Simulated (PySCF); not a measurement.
A structure optimised at ωB97X-D3(BJ)/def2-SVP, used in a PySCF frequency run:

```xyz
9

Mg    -0.4363     0.3552     0.8377
N     -1.5763     1.4212     1.9002
H     -1.3510     2.3212     2.3168
H     -2.5265     1.1964     2.1849
S      0.9488    -0.9351    -0.4604
C      0.5725    -0.3432    -2.1543
H     -0.4775    -0.5187    -2.4309
H      1.2044    -0.9120    -2.8509
H      0.8057     0.7241    -2.2821
```
Charge 0, spin multiplicity 1.

Question: Write its SMILES and formula.

Answer: C[S][Mg][NH2], CH₅MgNS

Question: What are its rotational constants (standard atomic weights)?

Answer: 13.929, 1.8154, 1.6369 GHz
